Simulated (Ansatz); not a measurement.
```yaml
crystal:
  periodic: [false, false, false]
  atoms:
    - {symbol: C, position_ang: [-0.787487, -0.310693, 1.260906]}
    - {symbol: N, position_ang: [-0.142000, 0.095855, -0.149897]}
    - {symbol: C, position_ang: [0.983311, -0.948016, -0.733225]}
    - {symbol: Y, position_ang: [-0.729594, 1.962027, -0.913539]}
    - {symbol: Cl, position_ang: [0.067592, 2.408298, -3.124799]}
    - {symbol: Cl, position_ang: [-2.551965, 3.119917, 0.134891]}
    - {symbol: H, position_ang: [0.496306, -0.482476, 2.116184]}
    - {symbol: H, position_ang: [-0.845047, -1.558810, 1.273479]}
    - {symbol: H, position_ang: [-0.973892, 0.026773, 1.854701]}
    - {symbol: H, position_ang: [1.332251, -0.388451, -1.652399]}
    - {symbol: H, position_ang: [0.517741, -1.910221, -0.687027]}
    - {symbol: H, position_ang: [2.145516, -0.967928, -0.143578]}
basis:
  gaussian: {orbitals: cc-pVTZ-DK}
magnetization: {spin_polarized: true, initial_magnetization: 2}
hamiltonian: {xc: {name: PBE0}, dispersion: d2}
```

```sh
$ ansatz run in.yaml --threads 4 --pin off --events-out ev --progress --plain --max-ram 11315MiB
```

Q: How does Ansatz answer? (Best estimate.)

A: The calculation gave: The program refused the input.
```
Error: YAML parse error: error: line 19 column 45: hamiltonian.dispersion: `d2` is not `none`, `rvv10`, `d3bj`, `d3bjatm`, `d4` or a map `{method: …, s8: …, a1: …, a2_bohr: …}` (numbers without units, a2 in bohr) or `{method: …, functional: …}`
17 |   gaussian: {orbitals: cc-pVTZ-DK}
18 | magnetization: {spin_polarized: true, initial_magnetization: 2}
19 | hamiltonian: {xc: {name: PBE0}, dispersion: d2}
```
